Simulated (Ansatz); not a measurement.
Start from `COC1O[SiH2]1` and change one atom or group to get `SC1O[SiH2]1`.

Ansatz, PBE0-D4/def2-TZVP geometries, multiplicity 1. Each molecule was computed in one conformer, which needn't be the lowest.

```json
{"property": "HOMO energy (PBE0/def2-TZVPP) / eV", "`COC1O[SiH2]1`": "-7.41"}
{"property": "HOMO–LUMO gap (PBE0/def2-TZVPP) / eV", "`COC1O[SiH2]1`": "6.86"}
{"property": "LUMO energy (PBE0/def2-TZVPP) / eV", "`COC1O[SiH2]1`": "-0.55"}
{"property": "LUMO energy (B3LYP/def2-TZVPP) / eV", "`COC1O[SiH2]1`": "-0.79"}
{"property": "HOMO energy (B3LYP/def2-TZVPP) / eV", "`COC1O[SiH2]1`": "-7.20"}
{"property": "size of the dipole moment (PBE/def2-TZVPP) / D", "`COC1O[SiH2]1`": "0.72"}
```

What does the change do to each property? (Estimate.)

Computed: 
```csv
property,`SC1O[SiH2]1`,shift
HOMO energy (PBE0/def2-TZVPP) / eV,-7.22,0.19
HOMO–LUMO gap (PBE0/def2-TZVPP) / eV,6.41,-0.45
LUMO energy (PBE0/def2-TZVPP) / eV,-0.80,-0.25
LUMO energy (B3LYP/def2-TZVPP) / eV,-1.03,-0.24
HOMO energy (B3LYP/def2-TZVPP) / eV,-6.97,0.23
size of the dipole moment (PBE/def2-TZVPP) / D,1.45,0.73
```

With PBE0 the HOMO rises by 0.19 eV and the LUMO falls by 0.25 eV, so the gap narrows by about 0.44 eV. PBE moves the HOMO by 0.14 eV and ωB97M-V by 0.21 eV. The zero-point energy changes by -87.3 kJ/mol with -9 modes. Dipoles are sizes alone; their direction can turn.

Positive LUMOs are unbound, so they and the gaps depend on the basis.

B3LYP here is the variant with VWN-RPA as its local correlation; programs differ in this.
